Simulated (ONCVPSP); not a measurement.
## Varying the ONCV potential for carbon

Base potential:

| Quantity | Value |
| --- | --- |
| Element | carbon (C) |
| Generator | ONCVPSP 4.0.1 |
| Type | optimised norm-conserving Vanderbilt (ONCV) |
| Functional | PBE |
| Relativity | scalar-relativistic |
| Frozen core | [He] |
| Valence charge | 4 |
| Reference configuration | 2s2 2p1.5 (charge +0.5) |
| Partial waves | 2s: rc 1.25 bohr, ncon 4, nbas 7, qcut 5.1 1/bohr, 2 projectors, debl 3.8 Ha; 2p: rc 2.00 bohr, ncon 4, nbas 7, qcut 7.5 1/bohr, 1 projector |
| Local potential | polynomial inside 1.15 bohr (lpopt 5, dvloc0 6 Ha) |
| Core correction | none |

All-electron outer shells of the reference configuration (PBE, scalar-relativistic, ld1.x):

```tsv
shell	level (eV)	outermost node (bohr)	outermost maximum (bohr)
1s	-280.20	–	0.17
2s	-19.38	0.38	1.20
2p	-10.72	–	1.16
```

Cutoffs, loose and tight: the cutoffs (Ha) at which the residual kinetic energy of the hardest occupied pseudo-wave falls to 1 and 0.1 mHa per electron. They do not see the model core or the augmentation charge, which bear on the density cutoff. Test errors are all-electron minus pseudo excitation energies from the reference, over the configurations 2s2 2p2; 2s2 2p1; 2s2 2p0; 2s1 2p2. A dash means not determined; rows that change the core or the reference have their own tests.

| change | outcome | cutoff, loose | cutoff, tight | bound ghosts | GHOST(+) flags above zero | largest test error (meV) |
| --- | --- | --- | --- | --- | --- | --- |
| base | generated | 30 Ha | 72 Ha | none | none | +210 |
| p: nbas 8 | generated | 30 Ha | 72 Ha | none | none | +210 |
| s: nproj 0; local potential the s channel | generated | 30 Ha | 72 Ha | none | none | +222 |
| s: debl 4.35 | generated | 30 Ha | 72 Ha | none | none | +210 |
| reference 2s2 2p2 | generated | 29 Ha | 71 Ha | none | none | +547 |
| s: qcut 3.3; p: qcut 4.8 | generated | 63 Ha | 79 Ha | none | none | +354 |

Q: What comes out with this change to the base: s: rc 1.44?

A: outcome: generated; cutoff, loose: 16 Ha; cutoff, tight: 50 Ha; bound ghosts: none; GHOST(+) flags above zero: none; largest test error (meV): +217.

Q: What comes out with this change to the base: p: rc 2.92?

A: outcome: generated; cutoff, loose: 30 Ha; cutoff, tight: 72 Ha; bound ghosts: none; GHOST(+) flags above zero: none; largest test error (meV): +506.
